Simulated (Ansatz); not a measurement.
Computed with Ansatz on PBE0-D4/def2-TZVP structures; ΔE is electronic, products minus reactants. CBS: MP2 limit from def2 TZ/QZ plus the TZ coupled-cluster correction, frozen cores. Functionals use def2-TZVPP. Elements past krypton have def2 core potentials. For I outer-core shells are correlated without core-valence functions, which leaves a few kJ/mol of doubt a bond.

Consider the cleavage of the B–Al bond: `[BH2][Al]1[CH2][CH]1C` + HI → `BI` + `C[CH]1[CH2][AlH]1`.

```json
{"level": "r2SCAN-D4", "ΔE (kJ/mol)": "-64.6"}
{"level": "PBE0", "ΔE (kJ/mol)": "-69.8"}
```

Problem. What does CCSD(T)/CBS give? (Estimate.)

Solution. The calculation gave: -82.8 kJ/mol. The listed levels differ from it by 18.2, 13.0 kJ/mol.

Largest T1 diagnostic among the species: 0.020, so the coupled-cluster value is less sure than usual.

From PBE to PBE0 (25 % exact exchange), in def2-TZVPP and without D4, ΔE moves by −14.5 kJ/mol.
